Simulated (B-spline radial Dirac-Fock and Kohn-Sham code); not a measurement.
# Elastic scattering of 88.2 eV electrons by neutral terbium

Calculated with a radial B-spline solver, using relativistic (Dirac) partial waves in the static field of the Dirac-Fock atom with Furness-McCarthy exchange, without polarisation or absorption potentials. Below a few hundred eV the neglected polarisation potential matters, most of all at small angles.

```tsv
θ (°)	dσ/dΩ (a₀²/sr)	Sherman function
0	228	0.000
0.5	228	0.000
1	227	0.000
2	222	0.001
4	203	0.001
8	146	0.003
12	89.0	0.007
16	49.0	0.011
24	12.6	0.025
32	2.65	0.030
45	0.665	-0.196
60	0.639	-0.179
75	0.211	-0.125
90	0.0929	0.023
105	0.163	-0.087
120	0.389	-0.060
135	0.275	-0.070
150	0.106	-0.179
165	0.724	-0.023
180	1.28	0.000
```

The total elastic cross section is 41.7 a₀², the first transport cross section 4.88 a₀² and the second, weighted with (3/2) sin²θ, 7.15 a₀². The mean deflection is ⟨1 − cos θ⟩ = 0.117, and 4.0 % of the collisions scatter beyond 90°.

On this grid of angles the cross section has minima near 90°, 150°, from interference among the few low partial waves with large phase shifts.
